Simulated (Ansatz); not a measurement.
Basis sets compared for Nb3Te4⁺ (the lowest singlet isomer of a short search). Charge 1, multiplicity 1. Geometry PBE-D4/def2-SVP. Ansatz on 6 threads of Intel Xeon on a shared host; times are rough, and most runs start from earlier orbitals.

```xyz
7

Nb   -1.104    0.549    0.994
Nb    0.657   -1.376    0.432
Nb    1.022    1.088   -0.529
Te   -1.392    2.013   -1.230
Te   -1.968   -1.882    0.274
Te    1.385   -1.034   -2.123
Te    1.400    0.643    2.181
```

In the def2 sets Nb, Te take a core potential; there is no spin–orbit coupling. The restricted singlet is unstable towards broken spin symmetry in Hartree–Fock (as tested in another run); at PBE-D4/def2-SVP, PBE0-D4/def2-SVP, PBE0-D4/def2-TZVP this wasn't settled. The structure comes from a short search, and lower isomers may exist.

```csv
level,functions,energy (Eh),HOMO (eV),LUMO (eV),wall time
PBE-D4/def2-SVP,197,-1243.1687,-8.99,-7.88,11 s
PBE0-D4/def2-SVP,197,-1243.0987,-10.03,-7.25,19 s
```

Question: Estimate the rows for PBE-D4/def2-TZVP, PBE0-D4/def2-TZVP.

Answer: 
```csv
level,functions,energy (Eh),HOMO (eV),LUMO (eV),wall time
PBE-D4/def2-TZVP,320,-1243.2591,-8.93,-7.84,21 s
PBE0-D4/def2-TZVP,320,-1243.1883,-9.94,-7.19,34 s
```
